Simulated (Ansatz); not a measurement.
```yaml
crystal:
  periodic: [false, false, false]
  atoms:
    - {symbol: B, position_ang: [-1.082590, 1.940675, -0.038731]}
    - {symbol: Si, position_ang: [-0.111573, 0.372019, 0.754948]}
    - {symbol: C, position_ang: [0.436503, -0.897632, -0.529795]}
    - {symbol: S, position_ang: [1.303460, -2.267092, 0.265578]}
    - {symbol: H, position_ang: [-1.292221, 2.060477, -1.210621]}
    - {symbol: H, position_ang: [-1.479092, 2.810699, 0.680268]}
    - {symbol: H, position_ang: [1.086682, 0.868559, 1.493109]}
    - {symbol: H, position_ang: [-1.001271, -0.293832, 1.751076]}
    - {symbol: H, position_ang: [-0.449447, -1.259933, -1.057394]}
    - {symbol: H, position_ang: [1.088043, -0.399664, -1.252294]}
    - {symbol: H, position_ang: [1.566805, -2.991376, -0.835545]}
basis:
  gaussian: {orbitals: def2-TZVPD}
magnetization: {spin_polarized: true, initial_magnetization: 2}
hamiltonian: {xc: {name: BLYP}}
output: {forces: true}
```

```sh
$ ansatz run in.yaml --threads 2 --pin off --events-out ev --progress --plain --max-ram 4352MiB
```

It prints (some lines left out):

```
Functional definition: BLYP
1264 factors; their error is unknown
mean field evaluation 1: about -20518.5637 eV, gradient 5.2e1 eV
mean field evaluation 2: about -20276.4067 eV, gradient 1.5e2 eV
mean field evaluation 4: about -20511.3542 eV, gradient 5.1e1 eV
mean field evaluation 8: about -20531.8248 eV, gradient 1.8e1 eV
mean field evaluation 16: about -20535.8373 eV, gradient 2.2e-1 eV
mean field evaluation 32: about -20535.6390 eV, gradient 2.7e0 eV
mean field -20535.81262266 eV, -754.6771942089 hartree, gradient 2.7e-5 eV, S^2 2.004401; 6 other end points of the search recorded, 0 dependent functions left out
reference -20535.81308424 eV, -754.6772111716 hartree; 25, 23 occupied and 201, 203 virtual orbitals, 1264 factors
Total energy: -20535.81308424 eV, -754.6772111716 hartree
Atom 0 at    -1.082590     1.940675    -0.038731 Å, force    -0.904861     1.328378    -0.839597 eV/Å
Atom 1 at    -0.111573     0.372019     0.754948 Å, force    -0.044705    -0.013086     0.638190 eV/Å
Atom 2 at     0.436503    -0.897632    -0.529795 Å, force    -0.043234     0.555206    -0.530345 eV/Å
Atom 3 at     1.303460    -2.267092     0.265578 Å, force     0.367707    -0.226833     0.548426 eV/Å
Atom 4 at    -1.292221     2.060477    -1.210621 Å, force     0.441632    -0.839199    -0.370213 eV/Å
Atom 5 at    -1.479092     2.810699     0.680268 Å, force     0.313509    -0.340017     0.907047 eV/Å
Atom 6 at     1.086682     0.868559     1.493109 Å, force     0.123318     0.064682     0.035985 eV/Å
Atom 7 at    -1.001271    -0.293832     1.751076 Å, force    -0.074623    -0.112107     0.098491 eV/Å
Atom 8 at    -0.449447    -1.259933    -1.057394 Å, force    -0.077527    -0.173489    -0.159607 eV/Å
Atom 9 at     1.088043    -0.399664    -1.252294 Å, force     0.075485     0.057560    -0.069818 eV/Å
Atom 10 at     1.566805    -2.991376    -0.835545 Å, force    -0.176700    -0.301094    -0.258561 eV/Å
Dipole moment:     0.346100    -0.649707    -0.230299 e Å
```

It took 30 s on 2 threads of an Arm Neoverse V1 on a shared host, with 0.75 GiB of host memory at the peak.
